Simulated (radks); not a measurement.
Q: All-electron atom: the tungsten ion W3+ in [Xe] 4f14 5d2 6p1 (not the ground configuration). All-electron calculation, Dirac Kohn-Sham, PBE, spin-unpolarised, spherical densities, finite nucleus; open shells fill j = l - 1/2 first; Fermi nuclear charge, rms radius 5.3658 fm. Program: a radial shooting solver on a logarithmic mesh with Libxc functionals.

Spin-orbit splittings of the eigenvalues, e(l+1/2) - e(l-1/2), with zeta = 2 splitting/(2l+1) and mean radii in bohr:

shell  occ.  splitting (eV)  zeta (eV)  <r> j=l-1/2  <r> j=l+1/2
2p        6            1353      901.8      0.06365      0.07161
3p        6           292.5      195.0       0.1905       0.2053
3d       10           63.62      25.45       0.1797       0.1842
4p        6           67.77      45.18       0.4546       0.4879
4d       10           12.49      4.995       0.5048       0.5162
4f       14           2.243     0.6409       0.6007       0.6100
5p        6           10.15      6.764        1.161        1.256
5d        2           1.031     0.4122        1.683        1.725
6p        1               ?          ?        2.942        3.127

Estimate the 6p splitting.

A: 1.565 eV (zeta = 1.043 eV).
